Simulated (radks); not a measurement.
Excited configurations of He+: one electron is placed in a higher orbital outside the bare nucleus. The ground configuration is 1s1. All-electron calculation, Dirac Kohn-Sham, LDA (Slater exchange, Perdew-Wang correlation), spin-unpolarised, spherical densities, point nucleus; open shells fill j = l - 1/2 first. Program: a radial shooting solver on a logarithmic mesh with Libxc functionals. Excitation = E - E(ground); binding = E(ion) - E, where the ion is the core of charge +2; n* = 2/sqrt(2 binding) in atomic units, and the quantum defect is n - n*.

\begin{tabular}{lrrrr}
outer orbital & excitation (eV) & binding (eV) & n* & eigenvalue (eV) \\ \hline
2p1/2 & 37.721 & 12.924 & 2.052 & -9.416 \\
3p1/2 & 44.578 & 6.067 & 2.995 & -4.708 \\
4d3/2 & 47.160 & 3.485 & 3.952 & -2.697 \\
4f5/2 & 47.229 & 3.416 & 3.992 & -2.473 \\
5s1/2 & 48.351 & 2.293 & 4.871 & -1.870 \\
5f5/2 & 48.373 & 2.271 & 4.895 & -1.757 \\
7s1/2 & 49.443 & 1.201 & 6.730 & -0.996 \\
\end{tabular}

The Delta-SCF ionisation energy is 50.645 eV (NIST Atomic Spectra Database: 54.418 eV, theoretical). Self-interaction in the functional shifts the binding energies and quantum defects, so they are the method's values and not measured ones. Spin polarisation and multiplet splitting are left out, so open shells lie too high by an amount that depends on their filling.

Beside tabulated values, note that spin-unpolarised runs miss the spin-polarisation part of the exchange energy of open shells.
